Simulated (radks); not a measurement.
Task: Species: Yb+. Configuration: [Xe] 4f13.5 5d1 6s0.5 (fractional occupations, a model configuration). All-electron calculation, Dirac Kohn-Sham, BLYP, spin-unpolarised, spherical densities, finite nucleus; open shells are shared between the two j in proportion to 2j + 1; Fermi nuclear charge, rms radius 5.3108 fm. Program: a radial shooting solver on a logarithmic mesh with Libxc functionals. Some entries of the table are withheld. Estimate them.

orbital     occ.  eigenvalue (hartree)  <1/r> (bohr^-1)
1s1/2          2             -2247.803            80.62
2s1/2          2             -380.9086            19.47
2p1/2          2                   (1)            19.44
2p3/2          4                   (2)            16.69
3s1/2          2             -86.12046            7.134
3p1/2          2             -78.38109              (3)
3p3/2          4             -70.21305              (4)
3d3/2          4             -57.01556            6.234
3d5/2          6             -55.23087            6.063
4s1/2          2             -17.21346            2.987
4p1/2          2             -14.07980            2.877
4p3/2          4             -12.22705            2.631
4d3/2          4              -7.06782            2.410
4d5/2          6              -6.73013            2.349
5s1/2          2              -2.30393            1.113
5p1/2          2              -1.44984           0.9748
5p3/2          4              -1.22003           0.8863
4f5/2    5.78571              -0.46426            1.775
4f7/2    7.71429              -0.41450            1.743
6s1/2        0.5              -0.34653           0.3594
5d3/2        0.4              -0.25320           0.4934
5d5/2        0.6              -0.24184           0.4740

Result: 
(1) 2p1/2 eigenvalue (hartree): -363.4018
(2) 2p3/2 eigenvalue (hartree): -324.9131
(3) 3p1/2 <1/r> (bohr^-1): 7.051
(4) 3p3/2 <1/r> (bohr^-1): 6.345
